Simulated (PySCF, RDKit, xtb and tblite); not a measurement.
Relaxed torsion scan: SMILES C=Cc1cccc(SC)c1 (C9H10S). Scanned: dihedral C6–C7–S8–C9; all other coordinates were relaxed at GFN2-xTB. Points at φ and −φ are mirror images. Heavy atoms are numbered in the order of the SMILES C=Cc1cccc(SC)c1, hydrogens after them in the order of the atoms that carry them; the mirror image has the same energies with the sign of each dihedral reversed.

Computed with: GFN2-xTB (xtb and tblite); UFF // GFN2-xTB (RDKit); RKS-LDA (SVWN5)/6-31G* = restricted LDA (SVWN5)/6-31G*, spherical d, density fitting // GFN2-xTB run with PySCF.

Energies in kcal/mol, each method relative to its own lowest point.

```csv
φ / °,GFN2-xTB,UFF,RKS-LDA (SVWN5)/6-31G*
-150,0.5,10.9,0.8
-120,1.4,3.3,2.0
-90,1.8,0.0,2.5
-60,1.4,3.6,2.0
-30,0.4,11.1,0.8
0,0.0,15.1,0.0
30,0.4,11.1,0.8
60,1.4,3.6,2.0
90,1.8,0.0,2.5
120,1.4,3.3,2.0
150,0.5,10.9,0.8
180,0.1,15.3,0.0
```
